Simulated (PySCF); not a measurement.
# One molecule, several mistakes: BCH5O2

Calculated results; nothing here was measured. The program is PySCF 2.14.0, an open-source quantum chemistry code, run on an isolated molecule that a program drew, which may never have been made. The molecule is BCH5O2 (charge 0, singlet), drawn as the SMILES string `COBO`.

Each row is a Hartree-Fock (HF) and frozen-core CCSD(T) single point in the cc-pVDZ basis, meant for a local HF minimum. Run 1 is clean. Each other run has one planted mistake out of seven kinds, and not every kind appears here: one electron removed, one electron added, multiplicity raised by two, geometry at a saddle point, minimal basis STO-3G, one bond length entered in bohr, all coordinates scaled. The reference is restricted for singlets and unrestricted otherwise, and also for a bond in bohr. Adding or removing an electron swaps singlet and doublet. Electrons count all cores. HOMO and LUMO are orbital energies over both spins, the gradient is its largest component, and the lowest frequency (negative if imaginary) is given only where the gradient is small. Bond lengths are over the 8 bonds as drawn. T1 is the CCSD diagnostic: over 0.02 (restricted) or 0.045 (unrestricted) a single reference is doubtful.

Geometry of the clean run:
```xyz
9
BCH5O2, angstrom
C    -0.8144    0.9357    2.1815
O    -1.3514    1.9012    1.3096
B    -0.9878    1.9730    0.0156
O    -0.0774    1.0983   -0.4856
H    -1.0397   -0.0748    1.8383
H     0.2679    1.0401    2.2676
H    -1.2670    1.0900    3.1589
H    -1.4924    2.8259   -0.6625
H     0.1076    1.2338   -1.4010
```

```
run,electrons,basis functions,<S^2>,HOMO (eV),LUMO (eV),gradient (hartree/bohr),lowest frequency (cm^-1),mean bond (Å),longest bond (Å),T1,HF (hartree),CCSD(T) (hartree),mistake
1,32,81,0.000,-12.39,4.94,1.2e-05,83,1.1907,1.407,0.0132,-215.29512,-215.94296,no fault
2,31,81,0.764,-19.71,-7.96,1.5e-01,-,1.1907,1.407,0.0367,-214.92339,-215.54063,one electron removed
3,32,81,0.000,-12.37,4.76,2.2e-02,-,1.2169,1.438,0.0139,-215.29088,-215.94399,?
4,32,81,0.877,-8.78,3.32,2.3e-02,-,1.3404,2.544,0.0479,-215.12142,-215.74775,?
```

**Which mistake was planted in run 3, and what did it cost?**

The mean and the longest bond both change by the same factor, 1.022, and the gradient is no longer small. So the mistake is: all coordinates scaled. Subtracting run 1 and multiplying by 627.51 kcal/mol a hartree, the energy moved by 2.7 kcal/mol in HF and -0.6 kcal/mol in CCSD(T).

**Which mistake was planted in run 4, and what did it cost?**

The mean bond changes by a factor of 1.126 and the longest by 1.808, so the molecule wasn't scaled as a whole. A length L in bohr read as angstrom grows by (1/0.5292 - 1) L = 0.890 L. The 8 bonds together grew by 8 x 0.1497 = 1.198 Å, which gives L = 1.346 Å. That is bond O2-B3, 1.346 Å in the clean geometry. So the mistake is: one bond length entered in bohr. Subtracting run 1 and multiplying by 627.51 kcal/mol a hartree, the energy moved by 109.0 kcal/mol in HF and 122.5 kcal/mol in CCSD(T).

Cautions from the logs. Run 4: T1 is over the limit, so its CCSD(T) energy is less reliable.
